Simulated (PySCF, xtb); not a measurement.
2-hydroxyethylboronic acid (C2H7BO3), SMILES C(CO)B(O)O.

GFN2-xTB run with xtb at its own geometry gives an orbital gap of 6.59 eV and a dipole moment of 3.06 D.

Geometry: PBE0-D3(BJ)/def2-SVP. Other conformers were not sampled.

What does M06-2X/def2-TZVP (PySCF) give? (The exact figures need the calculation; the answer reports its results.)

gap 10.38 eV (levels -9.31 and 1.08 eV), dipole 2.32 D.
